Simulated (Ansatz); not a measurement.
CoSi3, relaxed as a doublet with UKS PBE-D4/def2-SVP in Ansatz, starting from the GFN1-xTB geometry. Force threshold 0.02 eV/Å.

The charge 0 doublet is spin-contaminated (final ⟨S²⟩ up to 0.83, 0.75 for a pure state). The structure comes from a short search, and lower isomers may exist.

Start:

Cartesian coordinates in Å:
```
Co 1.125 -0.402 -0.603
Si -0.935 -0.556 -1.412
Si -1.153 0.413 0.618
Si 0.963 0.545 1.397
```

| step | energy (eV) | largest force component (eV/Å) | SCF passes |
| --- | --- | --- | --- |
| 1 | -61227.8036 | 1.468 | 78 |
| 2 | -61228.0495 | 0.475 | 55 |
| 3 | -61228.0721 | 0.104 | 48 |
| 4 | -61228.0728 | 0.014 | 51 |

Force components are those of the run's own axes.

End:

```xyz
4

Co    0.976   -0.349   -0.523
Si   -0.943   -0.584   -1.474
Si   -1.054    0.377    0.565
Si    1.021    0.556    1.432
```

By distances, no bond broke or formed. The bond that changes most is Co1–Si3, from 2.71 to 2.42 Å (atoms count from 1).

No frequencies were taken in this run, so the end may be a saddle point.

It took 9.5 s on 4 threads of Arm Neoverse V1 on a shared host.
